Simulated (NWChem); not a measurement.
A series in which one site is exchanged, each optimised at PBE0/def2-SVP with NWChem, gas phase unless a solvent is named. Some are not confirmed as minima by frequencies. def2 effective core potentials on Te, I; no spin-orbit coupling.

A: Cl[Te]Cl (TeCl₂; site = Cl)
B: Cl[Te]I (TeICl; site = I)
C: F[Te]Cl (TeClF; site = F)
D: [TeH]Cl (HTeCl; site = H)

Values for A:

| Item | Value |
|---|---|
| orbital gap (eV), PBE0/def2-SVP | 3.82 |
| vertical ionisation energy, ΔSCF, PBE/def2-SVP (eV) | 8.51 |
| lowest singlet excitation, CAM-B3LYP/def2-SVPD, TDA (eV) | 2.38 |

Problem. How do these values change for the other members?

Solution. 
```tsv
change from A	B	C	D
orbital gap (eV), PBE0/def2-SVP	-0.50	+0.11	+0.12
vertical ionisation energy, ΔSCF, PBE/def2-SVP (eV)	-0.34	+0.17	+0.18
lowest singlet excitation, CAM-B3LYP/def2-SVPD, TDA (eV)	-0.31	-0.05	0.00
```
